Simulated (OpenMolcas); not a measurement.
# Cu VI: from CASSCF to CASPT2

```
Program             : OpenMolcas
Basis               : ANO-RCC-VTZP [6s5p3d2f1g]
Scalar Hamiltonian  : DKH2, point nucleus
Active space        : 6 electrons in 5 orbitals (3d)
State averaging     : 2S+1 = 5 even, 5 roots; 2S+1 = 3 even, 45 roots kept (CI in the orbitals of an earlier block); 2S+1 = 1 even, 50 roots kept (CI in the orbitals of an earlier block)
Spin-orbit coupling : state interaction with AMFI integrals over the reference wave functions, term energies averaged over their components
```

Methods on the same reference wave functions:
A. CASSCF
B. SS-CASPT2, IPEA 0.25 Eh, imaginary shift 0.1 Eh (closed shells correlated: 3s 3p)
C. MS-CASPT2, IPEA 0.25 Eh, imaginary shift 0.1 Eh (closed shells correlated: 3s 3p)

Energies in cm-1 above 3d6 5D4, the measured ground level; measured values from Sugar and Musgrove, J. Phys. Chem. Ref. Data 19, 527 (1990).

```
     Level      A      B      C  Measured
   3d6 5D4    0.0    0.0    0.0       0.0
   3d6 5D3   1141   1148   1148      1196
   3d6 5D2   1919   1915   1916      1987
   3d6 5D1   2415   2400   2400      2490
   3d6 5D0   2657   2640   2640      2733
   3d6 3H6  32707  31350  31350     30418
   3d6 3H5  33250  31830  31830     31009
   3d6 3H4  33600  32040  32030     31288
3d6 3P2(1)  35475  29710  29710     29285
3d6 3F4(1)  37316  33450  33440     32756
3d6 3F3(1)  37979  33940  33940     33296
3d6 3F2(1)  38496  34370  34370     33740
3d6 3P1(1)  38828  33080  33060     32685
3d6 3P0(1)  40062  34310  34290     33868
   3d6 3G5  41349  38280  38280     37378
   3d6 3G4  42486  39320  39330     38469
   3d6 3G3  42884  39700  39700     38907
   3d6 1I6  49538  47890  47890     46406
3d6 1G4(1)  52548  49150  49150     47612
   3d6 3D1  53361  47630  47640     46848
   3d6 3D2  53362  47580  47580     46714
   3d6 3D3  53702  47970  47970     47119
3d6 1S0(1)  60956  54960  54930     53787
3d6 1D2(1)  64950  56390  56390     54747
```

Deviations, from unrounded energies. A percentage is the sum of absolute deviations over the sum of measured energies, with the sign that they share, or ± where signs differ.

| Against measurement | Levels | A | B | C |
| --- | --- | --- | --- | --- |
| mean absolute deviation (cm-1) | 23 | 4200 | 740 | 730 |
| fine structure of the ground term (%) | 4 | -3.2 | -3.6 | -3.5 |
| other terms of the ground configuration (%) | 19 | +12.9 | +2.2 | +2.2 |

B, C lie about equally close to measurement and A furthest from it. The largest miss of C in the table is 3d6 1D2(1), by +1600 cm-1. The ranking rests on the paired levels alone, and a cruder setting can come out closer through cancelling errors.

Between B and C the level of the table that moves most is 3d6 1S0(1), by 32 cm-1 (lowest in C, highest in B). Moves below CASPT2's spread within the term are not significant.

The two smallest mean deviations differ by little beside CASPT2's spread within terms, so their order carries little weight.

From A to B the spin-free energies of the other terms of 3d6 shown, above 5D, scale by factors of 0.84 to 0.97, as is usual when dynamic correlation screens the repulsion within a d or f shell.

The lowest spin-free term lies below A's lowest term by 0.455 hartree in B, 0.455 hartree in C.

CASPT2 does not keep the components of a term degenerate, so their means are used; among the terms shown or strongly mixed into the levels shown the widest spread is 1100 cm-1 (3d6 1I, C). Terms from blocks run as CI alone lack orbitals of their own. Without dynamic correlation excited terms often stand tens of per cent too high (terms of higher spin than the ground term too low), and those without a measured partner can miss by more than the paired ones (holds for A). Some levels mix across a computed gap that differs much from the measured one, so their mixing is not that of the real levels (holds for A). The CASPT2 spread within a term exceeds the gap to the next term for 3d6 1I and 3d6 3D, so the order of their levels is uncertain (holds for B; C). Computed and measured levels are paired by configuration, term and J; levels that our copy of the source lacks, or whose pairing is in doubt (as where it misses far off the trend of its configuration), stay unpaired and out of the deviations. Only configurations of the active space appear. The table leaves out levels that lie high or whose names do not pair safely across all columns.

A number in round brackets counts repeated terms of one configuration in the order of the reference energies.
